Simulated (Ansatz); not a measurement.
Consider the cleavage of the Si–Si bond: `C=C1C[SiH]1[SiH3]` + `O[Si](O)(F)Cl` → `O[Si](F)(Cl)O[SiH3]` + `C=C1C[SiH2]1`.

Isolated molecules relaxed with PBE0-D4/def2-TZVP in Ansatz; ΔE leaves out vibrations. CCSD(T)/CBS is the MP2 limit (def2-TZVPP, def2-QZVPP) plus CCSD(T) − MP2 in def2-TZVPP, frozen cores. This one scheme is used for every species. DFT in def2-TZVPP. B3LYP here is the variant with VWN-RPA as its local correlation; programs differ in this. One conformer a species, not always the lowest.

| level | ΔE (kJ/mol) | difference from CCSD(T)/CBS |
| --- | --- | --- |
| PBE-D4 | -64.8 | 27.6 |
| r2SCAN-D4 | -83.4 | 9.0 |
| PBE0-D4 | -74.0 | 18.4 |
| B3LYP-D4 | -93.5 | -1.1 |
| ωB97X-V | -91.3 | 1.1 |
| ωB97M-V | -95.0 | -2.6 |
| B2PLYP | -96.1 | -3.7 |
| PBE | -64.5 | 27.9 |
| r2SCAN | -83.4 | 9.0 |
| PBE0 | -73.7 | 18.7 |
| B3LYP | -93.1 | -0.7 |
| HF/def2-TZVPP | -122.1 | -29.7 |
| MP2/def2-TZVPP | -96.4 | -4.0 |
| SCS-MP2/def2-TZVPP | -102.9 | -10.5 |
| CCSD/def2-TZVPP | -96.7 | -4.3 |
| CCSD(T)/def2-TZVPP | -91.6 | 0.8 |
| HF/def2-QZVPP | -125.1 | -32.7 |
| MP2/def2-QZVPP | -97.8 | -5.4 |
| SCS-MP2/def2-QZVPP | -104.1 | -11.7 |
| HF/CBS(def2) | -125.6 | -33.2 |
| MP2/CBS(def2) | -97.1 | -4.7 |
| CCSD/CBS(def2) | -97.4 | -5.0 |
| CCSD(T)/CBS | -92.4 | 0 |

Largest T1 diagnostic among the species: 0.013.

From PBE to PBE0 (25 % exact exchange), in def2-TZVPP and without D4, ΔE moves by −9.2 kJ/mol. In def2-TZVPP, CCSD(T) changes the Hartree–Fock value by +30.5 kJ/mol (the triples alone add +5.0 kJ/mol) and MP2 by +25.8 kJ/mol.
